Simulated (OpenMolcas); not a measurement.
**4d ions of charge +4 along the row**

```
Program             : OpenMolcas
Method              : MS-CASPT2, IPEA 0.25 Eh, imaginary shift 0.1 Eh
Basis               : ANO-R2
Scalar Hamiltonian  : X2C, finite nucleus
Spin-orbit coupling : state interaction with AMFI integrals over the reference wave functions, term energies averaged over their components
```

Active space: the 4d shell; CASPT2 also correlates the outermost closed s and p core shells.

B and C come from two terms' centres of gravity (d2, d8: 3P = 15B, 1G = 12B + 2C; d3, d7: 4P = 15B, 2G = 4B + 3C; d4, d6: 3G = 9B + 4C, 3H = 4B + 4C; d5: 4D = 17B + 5C, 4G = 10B + 5C, above the ground term), where all their levels are at least 80 % pure. ζ = ±2S·A comes from the whole width of the ground multiplet by E(J) = (A/2) J(J+1), where its levels are at least 85 % pure. Energies in cm-1.

```tsv
Ion	Configuration	Lowest level	Weight (%)	B	C	ζ	ζ measured
Tc4+	4d3	4F 3/2	98	718	3099	1094	
Ru4+	4d4	5D0	97			1386	
Rh4+	4d5	6S 5/2	99				
Pd4+	4d6	5D4	98			1701	
Ag4+	4d7	4F 9/2	97			1958	2028
```

Measured columns use the levels in the list in Gamrath, thesis, University of Mons (2023) (Ag4+).

The computed ζ goes from 1094 (Tc4+) to 1958 cm-1 (Ag4+), a factor of 1.79, rising at every step.

CASPT2 does not keep the components of a term degenerate, so their means are used; among the low terms the widest spread is 1400 cm-1 (4d6 1I, Pd4+). The CASPT2 spread within a term exceeds the gap to the next term for 4d3 2H and 4d3 2D(1), so the order of their levels is uncertain (figures for Tc4+; the like holds for Ru4+, Rh4+, Pd4+). Blocks of more than 70 roots (2S+1 = 2 even) ran without multistate coupling (holds for Rh4+). Computed and measured levels are paired by configuration, term and J; levels that our copy of the source lacks, or whose pairing is in doubt (as where it misses far off the trend of its configuration), stay unpaired and out of the deviations. Levels of configurations outside the active space are missing.

A number in round brackets counts repeated terms of one configuration in the order of the reference energies.
